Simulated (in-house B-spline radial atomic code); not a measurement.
# RPA and G0W0 on PBE0: Se VII (Se6+)

Configuration [Ar] 3d10, mean-field start PBE0. Computed with an all-electron radial atomic-structure program (B-spline basis): all electrons, scalar-relativistic (spin-free one-electron X2C), finite nucleus, each spin shell either full or empty, empty states to l = 9 with an (l + 1/2)⁻⁴ tail; G0W0 by contour deformation at full frequency.

Command:
```bash
python run_gw.py task.json out
```
Settings (radii: box in bohr, nucleus in fm):
```
Z                        34
electrons                28
configuration            [Ar] 3d10
hamiltonian              x2c
method                   pbe0
lmax                     9
rms_radius               4.14
spin_polarised           False
box_radius               9.29
intervals                67
```

Time taken, with all properties: 1.7 s on 1 thread of Arm Neoverse V2 (shared host).

Energies (hartree):

```
                                     term        value
                         mean-field total  -2420.22424
Hartree-Fock functional on these orbitals  -2419.00033
                      direct second order      -2.3782
                    second-order exchange      0.69333
                         SOSEX correction      0.64623
```

Problem. What is the RPA correlation energy, and what remains with SOSEX?

Solution. RPA gives -2.102 hartree (-2.04 eV per electron); RPA + SOSEX gives -1.4558, and the second-order doubles -1.6849 hartree (no singles). RPA lacks exchange-type terms and so overcorrelates at short range.

Quasi-particle levels (eV):

```json
{"level": "3d", "occupied": "yes", "mean field": "-144.63", "Σx - vxc": "-13.42", "Σc": "?", "QP weight": "?", "G0W0": "?"}
{"level": "4s", "occupied": "no", "mean field": "-87.52", "Σx - vxc": "6.94", "Σc": "-1.39", "QP weight": "0.993", "G0W0": "-81.97"}
```

G0W0 = mean field + (Σx - vxc) + Σc, with Σc (partial-wave tail included) taken at the quasi-particle energy. Only the outer levels were computed. Levels of low weight are left out.

Problem. Where does G0W0 put 3d?

Solution. At -155.92 eV, with Σc = 2.13 eV and a quasi-particle weight of 0.965. The tabulated removal energy is 155.327 ± 0.012 eV (NIST, measured); the calculation leaves out spin-orbit coupling, Breit and QED terms, and what these don't explain is the method's own error.
